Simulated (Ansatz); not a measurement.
`NC[SiH](O)F`, relaxed with RKS PBE-D4/def2-SVP in Ansatz from a rough embedded geometry. The force threshold is 0.03 eV/Å; the program also tests the step.

The species carries charge 0 and has multiplicity 1.

Start:

```xyz
11

N     0.034    1.552   -0.138
C     0.785    0.350    0.371
Si   -0.051   -1.244   -0.169
O    -1.805   -1.058   -0.236
F     0.408   -1.628   -1.653
H    -0.801    1.659    0.408
H     0.609    2.379    0.169
H     1.773    0.333    0.011
H     0.821    0.421    1.478
H     0.224   -2.338    0.748
H    -1.997   -0.426   -0.988
```

| step | energy (eV) | largest force (eV/Å) | largest move (Å) |
| --- | --- | --- | --- |
| 1 | -15248.4428 | 2.534 | 0.000 |
| 2 | -15248.7208 | 1.462 | 0.132 |
| 3 | -15248.8044 | 0.265 | 0.082 |
| 4 | -15248.8255 | 0.111 | 0.096 |
| 5 | -15248.8283 | 1.011 | 0.195 |
| 6 | -15248.8570 | 0.341 | 0.057 |
| 7 | -15248.8732 | 0.150 | 0.100 |
| 8 | -15248.8935 | 0.625 | 0.196 |
| 9 | -15248.9085 | 0.451 | 0.076 |
| 10 | -15248.9183 | 0.315 | 0.076 |
| 11 (rejected) | -15248.9176 | 0.358 | 0.127 |
| 12 | -15248.9246 | 0.058 | 0.062 |
| 13 | -15248.9260 | 0.050 | 0.049 |
| 14 | -15248.9265 | 0.057 | 0.028 |
| 15 | -15248.9267 | 0.019 | 0.010 |

End:

```xyz
11

N    -0.298    1.393    0.147
C     0.738    0.345    0.284
Si   -0.094   -1.318   -0.170
O    -1.537   -0.834   -0.832
F     0.863   -2.082   -1.265
H    -0.830    1.487    1.022
H     0.122    2.313   -0.030
H     1.508    0.505   -0.502
H     1.286    0.340    1.255
H    -0.293   -2.311    0.932
H    -1.466    0.162   -0.842
```

It took 22 s on 4 threads of an Arm Neoverse V1 on a shared host, with 0.18 GiB of host memory at the peak.
